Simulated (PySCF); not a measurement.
## Radial density of Nd⁴⁹⁺ (neodymium, charge +49)

B97-3, [Ne] 3s1, 2S determinant. Computed with PySCF 2.14 in an even-tempered Gaussian basis (17 s from 11 bohr⁻², ratio 2.5; 12 p from 14 bohr⁻², ratio 2.5; 4 d from 52 bohr⁻², ratio 2.7; 4 f from 78 bohr⁻², ratio 2.7), with scalar relativity by spin-free X2C-1e.

```
r (bohr)  4πr²ρ (e/bohr)  4πr²(ρα − ρβ)
  0.0273           65.61         0.0124
  0.0459           70.42         0.9564
  0.0772           88.00         1.8433
   0.130           37.12         0.2183
   0.218           7.778         5.6434
   0.367           1.240         1.2343
   0.618        0.009633         0.0096
```

Densities and radii are taken from the X2C orbitals without a picture-change correction, which distorts them close to the nucleus.

Spin-orbit coupling, which splits the p, d and f shells strongly at this Z, is absent.
